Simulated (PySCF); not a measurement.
## Calculated data, CH$_{3}$BClN, CH$_{7}$NSi$_{2}$

Computed with PySCF 2.14.0. Calculation on a computer-drawn molecule: the log of a Hartree-Fock and frozen-core CCSD(T) single point meant for a local Hartree-Fock minimum, with one planted fault or none, to be diagnosed. Offsets are logged minus clean, where the clean run is the same molecule without the fault. The reference is restricted for singlets and unrestricted otherwise, and also for a bond in bohr or an excited solution. Adding or removing an electron swaps singlet and doublet. The excited solution moves the top pair (singlet) or top alpha electron (doublet) to the lowest empty orbital. Highest occupied and lowest empty are orbital energies over both spins, largest force is the largest gradient component, triples share is (T) over the correlation energy, the T1 limit is 0.02 restricted and 0.045 unrestricted, electrons count all cores, a negative frequency is imaginary (commonest isotopes), and the dipole is about the centre of nuclear charge.

Common to all runs: meant charge 0; meant multiplicity 1; meant basis cc-pV(D+d)Z; logged SCF converged yes; logged CC converged yes; logged SCF stable within its kind yes; possible faults no fault, one electron removed, one electron added, multiplicity raised by two, geometry at a saddle point, SCF held on an excited solution, minimal basis STO-3G, one bond length entered in bohr, all coordinates scaled.

(1) CH$_{3}$BClN

Logged structure:
```xyz
7
CH3BClN
C     -2.5915    -0.3570     2.1729
N     -2.6729    -1.6177     2.8060
B     -2.7432    -2.7076     3.3534
Cl    -2.8417    -4.2352     4.1205
H     -3.4411    -0.2016     1.5055
H     -1.6778    -0.2775     1.5812
H     -2.5884     0.4484     2.9096
```

| Quantity | Value |
| --- | --- |
| logged electrons | 37 |
| logged basis functions | 80 |
| logged spin squared | 0.7633 |
| logged highest occupied | -18.056 eV |
| logged lowest empty | -7.3212 eV |
| logged largest force | 0.15115 hartree/bohr |
| logged T1 diagnostic | 0.028195 |
| logged D1 diagnostic | 0.16039 |
| logged triples share | 0.031719 |
| logged dipole magnitude | 3.611 debye |
| logged energy HF | -577.97816 hartree |
| logged energy CCSD(T) | -578.5108 hartree |
| planted fault | one electron removed |
| HF energy offset from clean run | 203.7 kcal/mol |
| CCSD(T) energy offset from clean run | 228.6 kcal/mol |

Drawn bonds:
```tsv
atom	other atom	order
1	2	1
2	3	2
3	4	1
1	5	1
1	6	1
1	7	1
```

(2) CH$_{7}$NSi$_{2}$

Logged structure:
```xyz
11
CH7NSi2
C      1.9071     0.6342     0.5941
N      1.0730     0.2793    -0.5128
Si    -0.3777     0.5944    -1.0187
Si    -2.0004     1.9897     0.0019
H      2.2136    -0.2659     1.1357
H      1.4457     1.3170     1.3197
H      2.8264     1.1062     0.2342
H     -0.8184    -0.0362    -2.2778
H     -2.3721     3.0776    -0.9335
H     -1.4574     2.5688     1.2497
H     -3.2129     1.1936     0.3065
```

| Item | Value |
| --- | --- |
| logged electrons | 47 |
| logged basis functions | 109 |
| logged spin squared | 0.7994 |
| logged highest occupied | -16.316 eV |
| logged lowest empty | -4.756 eV |
| logged largest force | 0.062211 hartree/bohr |
| logged T1 diagnostic | 0.027905 |
| logged D1 diagnostic | 0.13644 |
| logged triples share | 0.030391 |
| logged dipole magnitude | 0.97218 debye |
| logged energy HF | -673.95789 hartree |
| logged energy CCSD(T) | -674.50079 hartree |
| planted fault | one electron removed |
| HF energy offset from clean run | 159 kcal/mol |
| CCSD(T) energy offset from clean run | 188.4 kcal/mol |

Drawn bonds:
```tsv
atom	other atom	order
1	2	1
2	3	2
3	4	1
1	5	1
1	6	1
1	7	1
3	8	1
4	9	1
4	10	1
4	11	1
```
